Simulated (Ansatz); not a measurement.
Born–Oppenheimer molecular dynamics of a periodic cell of 17 atoms, Ge16H (host Ge, host structure diamond, interstitial H). It starts from a partly relaxed structure (largest force component 0.07 eV/Å).

All numbers below come from Ansatz 0.2.0, DFT PBE, scalar-relativistic, plane waves, PAW. Settings: accuracy low, PAW set soft_1, cutoff 420 eV, k mesh 2x2x2, fermi-dirac smearing 0.05 eV, no spin polarisation.

```yaml
ensemble: NVT, Langevin thermostat
time_step: 0.5 fs
steps_asked: 300
set_temperature: 900 K
friction: 0.05 /fs
seed: 816357
```

First frame:

```xyz
17
Lattice="0.0000 5.6600 5.6600 5.6600 0.0000 5.6600 5.6600 5.6600 0.0000" Properties=species:S:1:pos:R:3
Ge 0.108 0.043 0.035
Ge 1.572 1.439 1.428
Ge 2.854 2.971 0.021
Ge 4.338 4.288 1.448
Ge 2.846 0.035 2.968
Ge 4.338 1.457 4.280
Ge 5.768 2.875 2.866
Ge 6.964 4.396 4.393
Ge 0.248 2.867 2.873
Ge 1.573 4.311 4.300
Ge 2.861 5.715 2.771
Ge 4.152 7.316 4.085
Ge 2.852 2.774 5.702
Ge 4.122 4.058 7.343
Ge 5.323 5.689 5.724
Ge 6.979 7.014 7.012
H 8.958 8.521 8.500
```

Q: What does the run give?

A: All steps were run.

- steps done: 300
- time covered: 150 fs
- mean temperature over the second half: 967 K
- spread of the potential energy over the second half: 10.6 meV per atom
- mean potential energy of the second half above the start: 97.5 meV per atom

A run of 0.15 ps of so small a system gives no equilibrium averages. Limits of this set-up: coarse k mesh, odd electron count without spin, a small cell, in which the defect meets its images, low accuracy level.

Q: What happens to the structure?

A: Mean squared displacements from the first frame to the last, about the centre of mass: Ge 0.04 Å², H 0.09 Å². This is one draw of velocities; another would differ in detail.

Q: How do temperature and energy run in time?

A: 
| time (fs) | T (K) | potential energy less start (eV) |
| --- | --- | --- |
| 0 | 847 | 0.000 |
| 13 | 790 | 0.373 |
| 26 | 632 | 0.791 |
| 39 | 924 | 1.095 |
| 52 | 1210 | 0.998 |
| 65 | 496 | 1.331 |
| 78 | 945 | 1.488 |
| 91 | 924 | 1.478 |
| 104 | 1144 | 1.572 |
| 117 | 1132 | 1.748 |
| 130 | 1008 | 1.920 |
| 143 | 658 | 1.751 |

Time of the run: 20 min on 2 threads of Intel(R) Xeon(R) 6975P-C (Granite Rapids), on a shared host, peak memory 1.3 GiB.
